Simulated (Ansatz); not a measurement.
Start from `C[Si](C)(C)[O][Ti]([F])([F])[F]` and change one atom or group to get `[OH][Ti]([F])([F])[F]`.

Ansatz, PBE0-D4/def2-TZVP geometries, multiplicity 1. Each molecule was computed in one conformer, which needn't be the lowest.

Scalar relativity is left out up to krypton.

| property | `C[Si](C)(C)[O][Ti]([F])([F])[F]` |
| --- | --- |
| HOMO energy (PBE0/def2-TZVPP) / eV | -8.76 |
| HOMO energy (PBE/def2-TZVPP) / eV | -7.40 |
| size of the dipole moment (B3LYP/def2-TZVPP) / D | 3.58 |
| LUMO energy (B3LYP/def2-TZVPP) / eV | -2.44 |
| HOMO–LUMO gap (PBE0/def2-TZVPP) / eV | 6.65 |
| HOMO energy (B3LYP/def2-TZVPP) / eV | -8.56 |

(1) What does the change do to each property? (An estimate is asked.)

## Answers

(1) Computed: 
```tsv
property	`[OH][Ti]([F])([F])[F]`	shift
HOMO energy (PBE0/def2-TZVPP) / eV	-10.59	-1.83
HOMO energy (PBE/def2-TZVPP) / eV	-8.79	-1.39
size of the dipole moment (B3LYP/def2-TZVPP) / D	2.52	-1.06
LUMO energy (B3LYP/def2-TZVPP) / eV	-2.89	-0.45
HOMO–LUMO gap (PBE0/def2-TZVPP) / eV	8.04	1.39
HOMO energy (B3LYP/def2-TZVPP) / eV	-10.33	-1.77
```

With PBE0 the HOMO falls by 1.83 eV and the LUMO falls by 0.44 eV, so the gap widens by about 1.39 eV. PBE moves the HOMO by -1.39 eV and ωB97M-V by -2.06 eV. Dipoles are sizes alone; their direction can turn.

Positive LUMOs are unbound, so they and the gaps depend on the basis.

B3LYP here is the variant with VWN-RPA as its local correlation; programs differ in this.
